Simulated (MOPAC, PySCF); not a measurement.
C5H10, SMILES `CCC1CC1` (C–C–C–C torsion 155°), neutral singlet in the gas phase. 

Z-matrix (Å, degrees):
```
C
H 1 1.0853
C 1 1.5014 2 115.79
H 3 1.0817 1 118.64 2 1.79
H 3 1.0826 4 114.25 1 -145.54
C 1 1.5034 2 115.62 3 -67.65
H 6 1.0816 1 118.85 2 -1.40
H 6 1.0828 7 114.25 3 -145.20
C 1 1.5095 2 114.30 6 -145.42
H 9 1.0948 1 108.86 2 -177.82
H 9 1.0948 10 106.20 1 -117.73
C 9 1.5275 10 109.64 11 -118.44
H 12 1.0917 9 111.43 10 58.31
H 12 1.0920 13 108.05 9 122.04
H 12 1.0925 13 107.76 14 115.98
```
Charge 0, multiplicity 1.

All levels are single points at this geometry (B3LYP-D3(BJ)/def2-TZVP); Pople sets use spherical d functions. Orbital energies aren't observables, and empty levels follow the basis.

```tsv
level	HOMO (eV)	LUMO (eV)	gap (eV)	dipole (D)	vertical IE, Delta-SCF (eV)
B3LYP-D3(BJ)/def2-TZVP in PySCF	-7.67	1.12	8.78	0.12	9.96
PBE-D3(BJ)/def2-TZVP in PySCF	-6.60	0.66	7.26	0.12	9.72
B3LYP/6-311+G** in PySCF	-7.67	0.24	7.91	0.13	–
B3LYP/6-31G* in PySCF	-7.40	2.74	10.14	0.09	9.80
BP86/6-31G* in PySCF	-6.40	2.07	8.47	0.09	–
M06-2X/6-31G* in PySCF	-8.89	3.87	12.76	0.09	–
PBE/6-31G* in PySCF	-6.30	2.11	8.41	0.09	9.55
HF/6-31G* in PySCF	-10.81	6.52	17.33	0.08	9.25
HF/STO-3G in PySCF	-9.83	13.29	23.12	0.11	–
AM1 in MOPAC	-10.90	3.00	13.90	0.09	–
PM3 in MOPAC	-11.15	2.93	14.07	0.07	–
PM6 in MOPAC	-10.80	2.75	13.55	0.32	–
PM7 in MOPAC	-10.89	2.55	13.44	0.29	–
```
